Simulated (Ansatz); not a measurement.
Species: AlF₂, charge 1, singlet. AlF2+ (SMILES [F][Al+][F]).
B3LYP-D3(BJ)/def2-TZVP minimum from Ansatz (a quantum-chemistry and plane-wave program):
```xyz
3

Al     0.0000     0.0000     0.0000
F      0.0000     0.0000    -1.5918
F      0.0000     0.0000     1.5918
```
Charge +1, spin multiplicity 1.

Total energies in cc-pV(T+d)Z, 16 correlated electrons, 7 frozen orbitals. UHF or UKS for unpaired electrons; spin-orbit terms are left out. Cores are frozen in correlated methods. No relativity. The spin of AlF2+ ([F][Al+][F], singlet) was assumed, and the state is the lowest solution found for it.

```csv
method,program,energy (Eh),minus CCSDT(Q) (mEh)
HF,Ansatz,-440.70230,572.87
MP2,Ansatz,-441.26228,12.90
CCSD,Ansatz,-441.25802,17.15
CCSD(T),Ansatz,-441.27445,0.72
CCSDT(Q),Ansatz,-441.27517,0.00
```

Rough core times of Ansatz's runs on a shared machine: CCSD(T) under 20 s, CCSDT(Q) 20 min.
